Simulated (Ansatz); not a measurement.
Geometry optimisation, RKS B3LYP-D4/def2-SVP in Ansatz 0.2.0.

The input (input.yaml):

```yaml
crystal:
  periodic: [false, false, false]
  atoms:
    - { symbol: Sn, position_ang: [-0.013943, -0.056275, 0.135036] }
    - { symbol: C, position_ang: [1.216712, 0.17614, 1.872906] }
    - { symbol: H, position_ang: [0.777054, 0.357623, 2.871817] }
    - { symbol: H, position_ang: [1.816325, -0.747904, 1.904665] }
    - { symbol: H, position_ang: [1.891974, 1.014355, 1.621989] }
    - { symbol: H, position_ang: [1.610333, -0.243074, -0.421463] }
    - { symbol: "N", position_ang: [-1.02162, 1.634038, -0.417652] }
    - { symbol: C, position_ang: [-2.230515, 1.57306, -1.214537] }
    - { symbol: H, position_ang: [-2.725512, 0.592634, -1.117711] }
    - { symbol: H, position_ang: [-2.965067, 2.338467, -0.883204] }
    - { symbol: H, position_ang: [-2.052422, 1.751291, -2.30206] }
    - { symbol: C, position_ang: [-0.324761, 2.89751, -0.506078] }
    - { symbol: H, position_ang: [0.000113, 3.149263, -1.543977] }
    - { symbol: H, position_ang: [-0.971466, 3.732539, -0.16077] }
    - { symbol: H, position_ang: [0.577846, 2.90399, 0.13234] }
    - { symbol: H, position_ang: [-1.104352, -1.361958, -0.077301] }
basis:
  gaussian: { orbitals: def2-SVP }
hamiltonian:
  xc: b3lyp
  dispersion: d4
relax:
  f_tol: 0.03
  max_steps: 50
output:
  orbitals: {}
```

Launched with:

```bash
$ ansatz run input.yaml --threads 4 --pin off --max-ram 5120MiB --backend cpu --events-out ev --progress --plain --runs-dir out
```

Q: Where does it end, and by what steps?

A: It converged. The force dipped under the threshold on the way, but the program's further checks kept it going. After 16 steps the energy has fallen by 0.674 eV; H6 moved furthest, 1.03 Å.

| step | energy less start (eV) | largest force component (eV/Å) | accepted |
| --- | --- | --- | --- |
| 0 | 0.0000 | 1.502 | yes |
| 1 | -0.3055 | 0.734 | yes |
| 2 | -0.4756 | 0.386 | yes |
| 3 | -0.5886 | 0.339 | yes |
| 4 | -0.6538 | 0.248 | yes |
| 5 | -0.6574 | 0.529 | yes |
| 6 | -0.6631 | 0.252 | yes |
| 7 | -0.6681 | 0.069 | yes |
| 8 | -0.6709 | 0.046 | yes |
| 9 | -0.6720 | 0.010 | yes |
| 10 | -0.6727 | 0.033 | yes |
| 11 | -0.6731 | 0.063 | yes |
| 12 | -0.6735 | 0.051 | yes |
| 13 | -0.6739 | 0.025 | yes |
| 14 | -0.6742 | 0.029 | yes |
| 15 | -0.6743 | 0.039 | yes |
| 16 | -0.6744 | 0.022 | yes |

```xyz
16
Properties=species:S:1:pos:R:3
Sn 0.095 -0.104 0.035
C 1.259 0.289 1.814
H 0.595 0.667 2.605
H 1.746 -0.635 2.159
H 2.035 1.041 1.602
H 1.133 -0.488 -1.304
N -1.025 1.598 -0.302
C -2.118 1.530 -1.247
H -2.641 0.562 -1.177
H -2.867 2.319 -1.030
H -1.812 1.669 -2.309
C -0.350 2.877 -0.307
H 0.120 3.141 -1.283
H -1.063 3.693 -0.071
H 0.440 2.911 0.460
H -1.067 -1.356 0.250
```

Whether the end is a true minimum wasn't checked by a vibrational analysis.

Time of the run: 29 s on 4 threads of AMD EPYC 9B45 (Zen 5) (shared host), peak memory 0.43 GiB.
